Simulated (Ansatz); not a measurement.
Input file for Ansatz (a quantum-chemistry and plane-wave program): R-CCSD(T)/def2-TZVPPD on Br2ClH (a complex), monomers drawn apart or pushed together. Files ending in .json are basis or fitting sets from the Basis Set Exchange. The run froze 33 orbitals, filled d shells among them.

Ansatz 0.2 input:
```yaml
crystal:
  periodic: [false, false, false]
  atoms:
    - {symbol: Cl, position_ang: [-0.08714203, -0.25780912, 0.07877277]}
    - {symbol: H, position_ang: [0.95875619, 0.48574338, 0.07410081]}
    - {symbol: Br, position_ang: [0.00468398, 0.30229741, 8.20701680]}
    - {symbol: Br, position_ang: [-0.10765636, 0.08155342, 5.89328261]}
basis:
  gaussian:
    orbitals: def2-TZVPPD.json
magnetization: {spin_polarized: false}
correlation: {method: ccsd_t, electrons: outside_noble_gas}
scf: {lower_state_search: off}
```

### Question
Give the final energy of this run.

### Answer
-5605.5232 hartree (reference determinant -5604.9213, T1 diagnostic 0.008).

### Question
How many basis functions does it have, and what does it roughly cost on one machine?

### Answer
182 functions; roughly 23 core-seconds.
